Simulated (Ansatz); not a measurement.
Input for Ansatz (a quantum-chemistry and plane-wave program): U-wB97X-V/def2-TZVPP on FH3Sn (SMILES [F][SnH3]), a point of a bond scan (R = 1.552 Å). Elements past Kr take the def2 small-core potentials; no spin–orbit coupling.

Ansatz 0.2 input:
```yaml
crystal:
  periodic: [false, false, false]
  atoms:
    - {symbol: Sn, position_ang: [-0.23519491, -0.07216408, -0.08673068]}
    - {symbol: F, position_ang: [1.16451167, 0.35730328, 0.42942631]}
    - {symbol: H, position_ang: [0.08984727, -1.18217036, -1.33958590]}
    - {symbol: H, position_ang: [-0.96056705, 1.37602894, -0.61963295]}
    - {symbol: H, position_ang: [-0.99947951, -0.76768566, 1.26956257]}
basis:
  gaussian:
    orbitals: def2-TZVPP
hamiltonian:
  xc: {name: wB97X-V}
magnetization: {spin_polarized: true, initial_magnetization: 0}
```

The head of its log:

```
WARN ansatz: RAYON_NUM_THREADS=1 ignored (pool sized by the plan → 1); use --threads N
Functional definition: wB97X-V
integrals: 0.05 GiB planned
765 factors; their error is unknown
integrals: 0.08 GiB planned
177 factors; integrals over basis functions are off by at most 7.3e-6 eV
mean field: 0.66 GiB planned
mean field evaluation 1: about -8591.9718 eV, gradient 2.7e1 eV
mean field evaluation 2: about -8591.7433 eV, gradient 3.0e1 eV
```

Task: What total energy does the run end on?

Result: -315.8216 hartree.
